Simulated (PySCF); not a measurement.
B(Cl)(F)(NCO) (CBClFNO), SMILES O=C=NB(F)Cl. Atoms are numbered in the order given.

```xyz
6

B     -0.4736     0.6145     0.0000
Cl     0.9938     1.5893     0.0000
F     -1.6395     1.2310     0.0000
N     -0.4273    -0.7941     0.0000
C      0.0156    -1.9130     0.0000
O      0.3907    -3.0167     0.0000
```

Geometry optimised at B3LYP-D3(BJ)/def2-SVP. The values are those of a single conformer.

All values below come from PySCF with CAM-B3LYP/def2-TZVP.

Isolated molecule, no solvent.

Computed frontier levels, gap, dipole moment and polarisability:
```json
{
  "highest_occupied_level": "-10.64 eV",
  "lowest_empty_level": "-0.33 eV",
  "orbital_gap": "10.31 eV",
  "dipole_moment": "0.034 e·Å",
  "quadrupole, principal values (traceless, Buckingham form, about the centre of nuclear charge)": "-7.49, 1.74, 5.76 D·Å",
  "mean_static_polarisability": "44.9 bohr³ (6.65 Å³)",
  "polarisability_principal_values": "28.0, 39.3, 67.4 bohr³"
}
```
